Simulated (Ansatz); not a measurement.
A nudged elastic band was laid between two geometries of AlClF3H (6 atoms, charge 0, multiplicity 1).

Computed with Ansatz 0.2.0, RKS PBE-D4/cc-pVDZ.

```json
{"movable images": "5", "climbing image": "yes", "spring": "5.0 eV/Å²", "optimiser": "fire", "start path": "through a guess of the saddle point", "force threshold": "0.05 eV/Å", "iteration limit": "60", "end points": "relaxed"}
```

First end point:

```xyz
6
Properties=species:S:1:pos:R:3
Al 0.010 -0.087 0.106
Cl 0.008 0.270 2.265
F 1.476 0.151 -0.704
F -1.473 0.070 -0.692
F 0.065 -2.003 0.683
H 0.060 -1.697 1.624
```

Last end point:

```xyz
6
Properties=species:S:1:pos:R:3
Al 0.017 -0.380 -0.107
Cl 0.016 0.010 2.333
F 1.474 0.243 -0.698
F -1.477 0.162 -0.687
F 0.065 -2.027 0.490
H 0.050 -1.304 1.949
```

(1) What changes between the two ends?

(2) Give the energies along the band, and the barrier.

(3) What is the geometry of the highest image?

Answers

(1) Bonds broken: F5–H6. Bonds formed: Cl2–H6.

(2) The run converged. The highest image is number 5 of 0 to 6, 13.6 kJ/mol above the first end and 0.2 kJ/mol above the last; the last end lies 13.5 kJ/mol above the first. The top lies less than 8 meV above the higher end, about what the thresholds resolve: that end is a shoulder or a very shallow well. Another band between the same ends (5 images) ends at a top of the same energy, where a vibrational analysis finds 1 clearly imaginary mode. The orbitals stay closed-shell, which can raise the energy where a bond breaks towards radicals; this wasn't checked here.

| image | path coordinate (Å) | energy (kJ/mol) | F5–H6 (Å) | Cl2–H6 (Å) |
| --- | --- | --- | --- | --- |
| 0 | 0.00 | 0.0 | 0.99 | 2.07 |
| 1 | 0.11 | 0.7 | 1.01 | 1.93 |
| 2 | 0.24 | 3.3 | 1.05 | 1.79 |
| 3 | 0.36 | 7.9 | 1.13 | 1.66 |
| 4 | 0.49 | 12.1 | 1.24 | 1.54 |
| 5 | 0.61 | 13.6 | 1.38 | 1.45 |
| 6 | 0.81 | 13.5 | 1.63 | 1.37 |

(3) 
```xyz
6
Properties=species:S:1:pos:R:3:forces:R:3
Al 0.015 -0.318 -0.045 0.00 0.00 -0.01
Cl 0.011 0.012 2.325 0.01 0.01 -0.02
F 1.474 0.211 -0.712 0.02 0.00 0.02
F -1.475 0.140 -0.697 -0.02 -0.01 0.02
F 0.067 -1.997 0.595 0.00 0.00 0.02
H 0.054 -1.345 1.815 -0.01 0.00 -0.04
```

Run time: 110 s on 1 thread of AMD EPYC 9R45 96-Core Processor (Zen 5) (shared host), peak memory 0.14 GiB.
